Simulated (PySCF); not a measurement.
Input of a driver script around PySCF for `C=CS(=O)(=O)OC`, coordinates in Å (PBE0-D3(BJ)/def2-SVP geometry):
```
{"job": {"kind": "xas", "xc": "BHandHLYP", "basis": {"default": "aug-pcX-1", "H": "pcseg-1", "S": "def2-SVPD"}}, "charge": 0, "multiplicity": 1}
C     -2.327274     0.659646     0.147203
C     -1.255429    -0.125328     0.174172
S     -0.114273    -0.100934    -1.169243
O      0.221384    -1.473646    -1.501725
O     -0.569025     0.845313    -2.160714
O      1.182878     0.589161    -0.482475
C      2.167886    -0.244950     0.110755
H     -3.061352     0.642495     0.956707
H     -2.490771     1.335969    -0.696641
H     -1.017484    -0.842408     0.964525
H      3.068041     0.374277     0.209525
H      1.851324    -0.584658     1.110492
H      2.379673    -1.115884    -0.524537
```

Problem. What does the run print?

Solution. 
```
coarse grid: 11864 points
cycle   1  E = -741.0351489592  dE =  1.731e+00  |g| = 1.114e+00  |ddm| = 4.425e+00
cycle   2  E = -740.8469386154  dE =  1.882e-01  |g| = 1.544e+00  |ddm| = 2.149e+00
cycle   3  E = -741.2593421473  dE = -4.124e-01  |g| = 1.329e-01  |ddm| = 1.302e+00
...
final grid: 111232 points
...
cycle  12  E = -741.3325644940  dE = -1.221e-08  |g| = 5.196e-05  |ddm| = 2.187e-04
cycle  13  E = -741.3325644945  dE = -5.000e-10  |g| = 1.809e-05  |ddm| = 5.489e-05
converged SCF energy = -741.3325644945

C K edge
   eV          f      from atoms
  282.121   0.06621   C0
  282.962   0.05313   C1
  286.563   0.01144   C0
  286.590   0.04661   C6
  286.698   0.04245   C1
  286.917   0.02464   C1
  287.255   0.00332   C6
  287.304   0.02277   C0
  287.579   0.02102   C6
  287.998   0.00273   C0
  288.001   0.02932   C6
  288.075   0.00149   C1
  288.314   0.02633   C6
  288.333   0.00650   C0
  288.591   0.00287   C1
  288.704   0.00680   C1

O K edge
   eV          f      from atoms
  531.993   0.01941   O3
  532.159   0.01544   O4
  532.650   0.03265   O4
  532.763   0.03873   O5
  532.785   0.02938   O3
  533.792   0.02411   O3
  533.805   0.02507   O4
  534.163   0.00610   O3
  534.222   0.01559   O4
  534.468   0.01012   O4
  534.591   0.01123   O5
  534.727   0.03510   O5
  534.745   0.00934   O3
  534.776   0.00164   O4
  534.843   0.00653   O3
  535.049   0.00443   O3
```

Computed with core-valence-separated Tamm–Dancoff BHandHLYP/aug-pcX-1 (pcseg-1 on H, def2-SVPD on S) in PySCF, non-relativistic, gas phase, PBE0-D3(BJ)/def2-SVP geometry. The program numbers atoms from 0. The energies are unshifted. The SCF starts on a coarse grid and ends on the final one.

Carbon edge (atoms now counted from 1; roots within 0.03 eV on like atoms summed, the top roots left aside). The first line with a tenth or more of the strongest one's intensity is at 282.12 eV (f = 0.066), with the hole on C1 (terminal =CH2 carbon), polarised normal to the local trigonal plane: a 1s→π* resonance. It is also the strongest listed.

Oxygen edge (atoms now counted from 1; roots within 0.03 eV on like atoms summed, the top roots left aside). The first line with a tenth or more of the strongest one's intensity is at 531.99 eV (f = 0.019), with the hole on O4 (sulfonyl oxygen). The strongest listed is at 533.80 eV (f = 0.049, sum of 2; O4/O5).

Kohn–Sham HOMO -9.91 eV, LUMO -0.39 eV, dipole moment 4.44 D.

Shape of the structure used: `[CH2:1]=[CH:2][S:3](=[O:4])(=[O:5])[O:6][CH3:7]`: C1–C2–S3–O4 -135°, C2–S3–O6–C7 91°.
